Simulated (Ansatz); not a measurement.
Saddle point of SiNH4Cl2F, closed shell (SiNH₃Cl₂ ([NH2][SiH]([Cl])[Cl]) + HF → SiHCl₂F ([F][SiH]([Cl])[Cl]) + NH₃ (still joined by a long Si–N bond); bonds formed: Si1–F7, N2–H6; bonds broken: H6–F7; bonds weakened to dative contacts: Si1–N2), PBE0-D4/def2-TZVP structure:

Si1  (-0.697, 0.048, -0.354)
N2  (0.860, 0.245, 0.568)
Cl3  (-0.322, -0.398, -2.302)
Cl4  (-1.294, 2.054, -0.460)
H5  (-1.846, -0.529, 0.342)
H6  (0.825, -0.992, 0.560)
F7  (0.121, -1.846, 0.157)
H8  (0.763, 0.721, 1.458)
H9  (1.591, 0.697, 0.031)
(Å)

Energies are electronic, without zero-point energy. Barriers and step energies count from the start structure reached by relaxing down the imaginary mode; all methods use the PBE0-D4 structures, on which another method's saddle can fall below an end. Program: Ansatz 0.2.0. Basis: def2-TZVPP, with def2-QZVPP for the basis limit. Cores are frozen in the correlated methods. B3LYP uses VWN-RPA correlation. Extrapolation: Hartree–Fock as exp(−7.88 √X), correlation as X^−2.97.

| method | barrier (kJ/mol) | step energy (kJ/mol) |
| --- | --- | --- |
| SPW92 | 24.1 | -73.7 |
| PBE-D4 | 50.4 | -59.8 |
| BLYP-D4 | 62.5 | -55.2 |
| r2SCAN-D4 | 55.2 | -70.1 |
| B97M-V | 67.9 | -74.4 |
| PBE0-D4 | ? | -61.5 |
| B3LYP-D4 | 69.4 | -57.4 |
| r2SCAN0-D4 | 63.9 | -68.9 |
| BHLYP-D4 | 80.3 | -61.4 |
| CAM-B3LYP-D4 | 65.9 | -61.4 |
| wB97X-V | ? | -65.7 |
| wB97M-V | 61.2 | -68.0 |
| B2PLYP | ? | -58.5 |
| PBE-QIDH | 68.4 | -63.9 |
| RPA on PBE | 71.8 | -61.6 |
| HF | 115.0 | -52.0 |
| MP2 | 70.3 | -61.7 |
| CCSD | 80.8 | -61.0 |
| CCSD(T) | 73.9 | -62.1 |

(1) Fill in the withheld barriers. (Judge from chemistry; the value comes from the calculation.)

T1 diagnostic: at most 0.011.

## Answers

(1) The calculation gives: wB97X-V 63.8; B2PLYP 71.8; PBE0-D4 61.6 kJ/mol. Each is the energy of the saddle less that of the start structure, by the same method.

For comparison, the barrier by CCSD(T) at an estimated basis limit (MP2 extrapolated from triple and quadruple zeta, plus CCSD(T) − MP2 in triple zeta) is 73.3 kJ/mol.

Steps of this kind, hydrogen fluoride cutting a network bond, underlie vapour etching and the fluorination step of atomic layer etching.

Labels in which every atom is bracketed show which atoms are joined, not bond orders.

For scale, one of the runs: CCSD(T)/def2-TZVPP, 244 basis functions, launched by `ansatz run in.yaml --threads 8 --pin off --events-out ev --progress --plain --max-ram 19148MiB`. The run took 85 s on 8 CPU threads of an Arm Neoverse V1 (shared host), with 4.7 GiB of host memory at its peak.
